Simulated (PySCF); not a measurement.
Cartesian coordinates (Å):
SMILES: [NH2][Al][Br]
```xyz
5

N     -0.7938    -0.0199    -0.0477
Al     0.7753    -0.3068    -0.8043
Br     2.6162     0.1711     0.4541
H     -0.9141     0.3355     0.8889
H     -1.6848    -0.1865    -0.4866
```
Charge 0, spin multiplicity 2.

### Question
What highest occupied spin orbital, total energy and dipole moment does PBE-D3(BJ)/def2-TZVP // PBE0-D3(BJ)/def2-TZVP (PySCF) give?

### Answer

```yaml
highest_occupied_spin_orbital: -5.08 eV
total_energy: -78152.54 eV
dipole_moment: 0.481 e·Å
```
